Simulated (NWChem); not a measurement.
CH$_{4}$GeO$_{3}$; SMILES O=[CH][GeH]([OH])[OH]

```xyz
9

O      0.1853    -2.5425     0.0608
C     -0.2925    -1.5842    -0.5085
Ge     0.0366     0.2897     0.1596
O     -1.3255     1.2381    -0.5169
O      1.5319     0.9792    -0.5770
H     -0.9236    -1.6975    -1.4457
H      0.1581     0.3537     1.7158
H     -1.1422     2.1956    -0.4781
H      2.2671     0.9812     0.0637
```
Atoms are numbered in this order, from 1.

Level: PBE-D3(BJ)/def2-SVP (NWChem), optimised geometry, unscaled harmonic frequencies. 

List the harmonic frequencies with IR intensities, and the thermochemistry.


```
frequency (cm⁻¹)  IR intensity (km/mol)
----------------  ---------------------
52                                  5.3
110                                19.2
142                                73.9
156                                32.9
168                                16.6
281                                69.3
307                                 0.6
578                                10.0
657                               151.0
678                                75.8
684                                13.0
690                               118.9
826                                18.5
875                                87.1
882                                50.3
1312                               27.9
1754                              144.0
2021                              169.2
2754                              138.4
3725                               60.1
3731                               62.1
```

The zero-point energy is 32.0 kcal/mol and the thermal correction to the enthalpy at 298.15 K (with zero-point energy) is 37.6 kcal/mol. The heat capacity Cv comes out as 25.4 cal/(mol K), the entropy at 298.15 K and 1 atm (symmetry number 1) is 88.7 cal/(mol K) and the dipole moment is 2.16 D.

Rigid rotor and harmonic oscillator; modes under 100 cm⁻¹ make the entropy uncertain.
